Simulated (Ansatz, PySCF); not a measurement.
Complex: HCl (SMILES Cl) (first 2 atoms) with ClH3Si (SMILES [SiH3]Cl); geometry from B3LYP-D3(BJ)/def2-TZVP, rigid monomers moved along the line of their centres of mass till H2···Cl4 is 3.45 Å.
(charge 0, multiplicity 1):
```
atom    x (Å)    y (Å)    z (Å)
----  -------  -------  -------
Cl     0.1814   0.4272  -0.0816
H     -0.0892  -0.4557   0.8177
Si    -0.0594   0.4329   4.7823
Cl    -0.5106  -1.4764   4.0849
H     -0.1541   0.3935   6.2535
H     -1.0442   1.3678   4.2111
H      1.3089   0.7623   4.3466
```

Counterpoise-corrected where a basis set is named; no monomer relaxation.

Correlated levels freeze the cores. CBS(a, b) extrapolates the correlation energy as X⁻³ and adds the Hartree–Fock energy of set b.

Run with Ansatz (a quantum-chemistry and plane-wave program) with Gaussian orbitals; PySCF for the dispersion terms. Each number belongs to the level named beside it.

PBE/def2-TZVPPD gives -4.0 kJ/mol for the interaction energy.

Task: Where do these levels fall relative to PBE: PBE-D3(BJ)/def2-TZVPPD, r2SCAN/def2-TZVPPD, PBE0/def2-TZVPPD, wB97M-V/def2-TZVPPD, MP2/CBS(aug-cc-pV(D+d)Z, aug-cc-pV(T+d)Z), MP2/CBS(aug-cc-pV(D+d)Z, aug-cc-pV(T+d)Z) + ΔCCSD(T)/aug-cc-pV(D+d)Z.

Result: PBE-D3(BJ)/def2-TZVPPD -2.2; r2SCAN/def2-TZVPPD -0.2; PBE0/def2-TZVPPD 0.2; wB97M-V/def2-TZVPPD -1.1; MP2/CBS(aug-cc-pV(D+d)Z, aug-cc-pV(T+d)Z) -1.6; MP2/CBS(aug-cc-pV(D+d)Z, aug-cc-pV(T+d)Z) + ΔCCSD(T)/aug-cc-pV(D+d)Z -1.2 kJ/mol. 1 of 6 lie above PBE; the widest gap is to PBE-D3(BJ)/def2-TZVPPD.
